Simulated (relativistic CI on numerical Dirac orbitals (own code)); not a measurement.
Ho⁶⁴⁺: computed level list

Calculated at this level of theory: Dirac-Coulomb-Breit CI, separate exchange-only KLI orbitals for each configuration, QED by a radiative potential, unscaled Slater integrals (own radial code, finite nucleus).

Configuration list (outside the closed core 1s2): 2s, 2p, 3s, 3p, 3d, 4s, 4p, 4d, 4f, 5s, 5p, 5d, 5f, 5g. Levels of other configurations are missing.

The lowest level is 2s 2S_1/2, with 100 % of that term; Hund's rules for 2s give 2S with J = 1/2, in agreement.

| No. | Configuration | Term | J | E (Ry) | % | Landé g | jj configuration (%) |
| --- | --- | --- | --- | --- | --- | --- | --- |
| 1 | 2s | 2S | 1/2 | 0.000 | 100 | 1.961 | 2s (100) |
| 2 | 2p | 2P° | 1/2 | 12.133 | 100 | 0.625 | 2p1/2 (100) |
| 3 | 2p | 2P° | 3/2 | 82.805 | 100 | 1.303 | 2p3/2 (100) |
| 4 | 3s | 2S | 1/2 | 653.436 | 100 | 1.984 | 3s (100) |
| 5 | 3p | 2P° | 1/2 | 656.738 | 100 | 0.648 | 3p1/2 (100) |
| 6 | 3p | 2P° | 3/2 | 677.786 | 100 | 1.320 | 3p3/2 (100) |
| 7 | 3d | 2D | 3/2 | 678.656 | 100 | 0.786 | 3d3/2 (100) |
| 8 | 3d | 2D | 5/2 | 684.773 | 100 | 1.188 | 3d5/2 (100) |
| 9 | 4s | 2S | 1/2 | 877.807 | 100 | 1.992 | 4s (100) |
| 10 | 4p | 2P° | 1/2 | 879.148 | 100 | 0.656 | 4p1/2 (100) |
| 11 | 4p | 2P° | 3/2 | 887.980 | 100 | 1.326 | 4p3/2 (100) |
| 12 | 4d | 2D | 3/2 | 888.348 | 100 | 0.792 | 4d3/2 (100) |
| 13 | 4d | 2D | 5/2 | 890.940 | 100 | 1.193 | 4d5/2 (100) |
| 14 | 4f | 2F° | 5/2 | 890.955 | 100 | 0.850 | 4f5/2 (100) |
| 15 | 4f | 2F° | 7/2 | 892.218 | 100 | 1.136 | 4f7/2 (100) |
| 16 | 5s | 2S | 1/2 | 980.108 | 100 | 1.996 | 5s (100) |
| 17 | 5p | 2P° | 1/2 | 980.779 | 100 | 0.660 | 5p1/2 (100) |
| 18 | 5p | 2P° | 3/2 | 985.275 | 100 | 1.329 | 5p3/2 (100) |
| 19 | 5d | 2D | 3/2 | 985.463 | 100 | 0.795 | 5d3/2 (100) |
| 20 | 5d | 2D | 5/2 | 986.791 | 100 | 1.196 | 5d5/2 (100) |
| 21 | 5f | 2F° | 5/2 | 986.800 | 100 | 0.852 | 5f5/2 (100) |
| 22 | 5g | 2G | 7/2 | 987.447 | 100 | 0.884 | 5g7/2 (100) |
| 23 | 5f | 2F° | 7/2 | 987.448 | 100 | 1.139 | 5f7/2 (100) |
| 24 | 5g | 2G | 9/2 | 987.832 | 100 | 1.107 | 5g9/2 (100) |

Energies count from the lowest computed level; ° marks odd parity. Filled j subshells are mostly left out of the jj labels.

The mean weight of the leading LS term, summed over parents, in these 24 levels is 100 %, and that of the leading jj configuration (from the same eigenvectors) 100 %.

At this charge energies of transitions that change n are usually good to better than 1 %, and those within a shell (Δn = 0) to a few per cent.
